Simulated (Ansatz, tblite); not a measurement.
Removing an electron: the cluster Mg5⁻ (the lowest doublet isomer of a short search). Charge -1, multiplicity 2. Geometry: B3LYP/def2-SVPD. Ansatz, gas phase; energy differences of separate SCF runs; the oxidised species is a singlet (the triplet lies 0.73 eV higher at PBE0/def2-TZVPD).

```
atom    x (Å)    y (Å)    z (Å)
 Mg1   2.9841   1.6084   0.5463
 Mg2  -2.6309  -1.2116   1.8440
 Mg3   0.1352   0.1584   0.9295
 Mg4   1.2243   0.5146  -2.0081
 Mg5  -1.7126  -1.0698  -1.3116
```

The xTB rows come from tblite. The structure comes from a short search, and lower isomers may exist.

```
            level  −HOMO (eV)  vertical IE (eV)  −LUMO (eV)  HOMO–LUMO gap (eV)                       remarks
         GFN1-xTB           –              3.75           –                   –                             –
         GFN2-xTB           –             -1.95           –                   –                             –
   PBE/def2-TZVPD       -0.13              1.37       -0.62                0.49  HOMO above zero (-1 doublet)
r2SCAN/def2-TZVPD        0.12              1.52       -0.66                0.79                             –
  PBE0/def2-TZVPD        0.33              1.34       -1.07                1.40                             –
```

  A HOMO above zero means that the electron is unbound at that level or that self-interaction error raises the level; the energy of removing that electron tells which. HOMO and LUMO are the levels of the spin that leaves or enters (xTB has no such levels and no spin-polarisation term). Other spin states of the ions may lie lower, which would lower the ionisation energy or raise the affinity. Raw xTB energy differences between charge states are shifted by several eV; the methods need an empirical correction for them.
